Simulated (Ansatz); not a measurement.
`FC1[SiH2][SiH2][SiH2]1`, relaxed with RKS PBE0-D4/def2-TZVP in Ansatz 0.2.0 from a PBE-D4/def2-SVP geometry. The force threshold is 0.005 eV/Å; the program also tests the step.

Charge 0, multiplicity 1.

Start:

```xyz
12

F     1.845    1.084    0.260
C     0.909    0.691   -0.735
Si   -0.828    1.226   -0.057
Si   -0.798   -0.722    1.287
Si    0.672   -1.220   -0.501
H     1.246    1.076   -1.721
H    -1.869    1.087   -1.140
H    -0.864    2.617    0.515
H    -2.056   -1.526    1.461
H    -0.110   -0.542    2.612
H     1.957   -1.982   -0.319
H    -0.105   -1.790   -1.662
```

(1) How much energy does the relaxation release, and in how many steps? (Best estimate.)

(2) Which bonds change most? (Best estimate.)

(3) Give the relaxed structure. (Best estimate.)

Results:

(1) The calculation gave: 0.95 kcal/mol, in 7 steps, 1 of them rejected.

(2) The calculation gave: C2–H6 from 1.111 to 1.092 Å; C2–Si3 from 1.940 to 1.922 Å; Si5–H12 from 1.508 to 1.490 Å; C2–Si5 from 1.940 to 1.922 Å.

(3) Ansatz gave: 
```xyz
12

F     1.888    1.126    0.177
C     0.903    0.686   -0.730
Si   -0.811    1.212   -0.038
Si   -0.814   -0.732    1.282
Si    0.671   -1.205   -0.476
H     1.178    1.036   -1.727
H    -1.819    1.088   -1.128
H    -0.848    2.584    0.535
H    -2.061   -1.525    1.437
H    -0.148   -0.562    2.600
H     1.939   -1.959   -0.289
H    -0.079   -1.749   -1.643
```
